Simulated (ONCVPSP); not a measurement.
**vanadium (V): excitation energies, all-electron against ONCV**

- Element: vanadium
- Generator: ONCVPSP 4.0.1
- Type: optimised norm-conserving Vanderbilt (ONCV)
- Functional: PBE
- Relativity: scalar-relativistic
- Frozen core: [Ne]
- Valence charge: 13
- Reference configuration: 3s2 3p6 3d3 (charge +2)
- Partial waves: 3s: rc 1.15 bohr, ncon 4, nbas 7, qcut 8.9 1/bohr, 2 projectors, debl 1.3 Ha; 3p: rc 1.45 bohr, ncon 4, nbas 7, qcut 9.1 1/bohr, 1 projector; 3d: rc 1.30 bohr, ncon 4, nbas 9, qcut 11.6 1/bohr, 2 projectors, debl 0.3 Ha
- Local potential: polynomial inside 1.15 bohr (lpopt 5, dvloc0 0 Ha)
- Core correction: Teter function fitted to the true core (icmod 2), fcfact 0.25

In the s channel the program set the typed energies aside and used -3.189, 0.250 Ha. In the d channel the program set the typed energies aside and used -0.783, 0.250 Ha.

Energies are relative to the spin-unpolarised reference configuration 3s2 3p6 3d3; without spin polarisation the order of configurations can differ from experiment.

(1) Give the all-electron excitation energy and the error of the potential for: 3s2 3p6 3d3 4s2; 3s2 3p6 3d3 4s1; 3s2 3p6 3d2; 3s2 3p6 3d3 4p2.

## Answers

(1)

```csv
valence configuration,charge,ΔE all-electron (eV),error AE − PS (meV)
3s2 3p6 3d3 4s2,0,-22.031,+2.3
3s2 3p6 3d3 4s1,+1,-14.296,+1.1
3s2 3p6 3d2,+3,28.897,+20
3s2 3p6 3d3 4p2,0,-15.176,+21
```
